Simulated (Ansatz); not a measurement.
Reaction (ligand exchange at the Si–C bond): `C[SiH2][CH2][GaH2]` + `[SiH3][TeH]` → `C[SiH2][Te][SiH3]` + `[CH3][GaH2]`

Computed with Ansatz on PBE0-D4/def2-TZVP structures; ΔE is electronic, products minus reactants. CCSD(T)/CBS is the MP2 limit (def2-TZVPP, def2-QZVPP) plus CCSD(T) − MP2 in def2-TZVPP, frozen cores. Functionals use def2-TZVPP. B3LYP here is the variant with VWN-RPA as its local correlation; programs differ in this. def2 core potentials past Kr. For Ga, Te outer-core shells are correlated without core-valence functions, which leaves a few kJ/mol of doubt a bond. Scalar relativity is left out up to krypton. One conformer a species, not always the lowest.

| level | ΔE (kJ/mol) |
| --- | --- |
| B3LYP-D4 | -57.7 |
| r2SCANh | -57.7 |
| CCSD/def2-TZVPP | -51.2 |
| HF/CBS(def2) | -52.6 |

(1) What does CCSD(T)/CBS give? (An estimate is asked.)

Largest T1 diagnostic among the species: 0.012.

Answers

(1) The calculation gave: -58.0 kJ/mol. The listed levels differ from it by 0.3, 0.3, 6.8, 5.4 kJ/mol.

Leaving LDA and LC-ωPBE aside and taking each functional with its dispersion term where it has one, the values, not all of them listed here, spread over 10.9 kJ/mol, from HSE06-D4 to B97M-V. LDA lies +3.8 kJ/mol from PBE without D4. At CCSD(T), def2-SVP lies +6.7 kJ/mol from the extrapolated value and def2-TZVPP +5.6 kJ/mol. The D4 term adds −4.3 kJ/mol with B3LYP and −2.5 kJ/mol with PBE0; it sums over pairs of atoms, weighted by their polarisabilities, and B3LYP, whose exchange is more repulsive, gets the larger term.

CCSD(T)/CBS has its own doubt, a few kJ/mol and more with outer-core shells, so smaller differences from it don't rank the levels.
